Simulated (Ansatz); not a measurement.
```yaml
crystal:
  periodic: [false, false, false]
  atoms:
    - {symbol: O, position_ang: [1.453474, -0.422867, -1.041533]}
    - {symbol: Al, position_ang: [0.300504, -0.237817, 0.165923]}
    - {symbol: F, position_ang: [0.591583, -0.940872, 1.619737]}
    - {symbol: Se, position_ang: [-1.650305, 0.946709, -0.125941]}
    - {symbol: H, position_ang: [1.392272, -0.059091, -1.922261]}
    - {symbol: H, position_ang: [-2.045528, 0.649839, 1.257876]}
basis:
  gaussian: {orbitals: "6-311G**"}
hamiltonian: {xc: {name: SVWN5}}
```

```sh
$ ansatz run in.yaml --threads 2 --pin off --events-out ev --progress --plain --max-ram 4352MiB
```

It prints (some lines left out):

```
Error: <dir> can't be read: No such file or directory (os error 2)
```
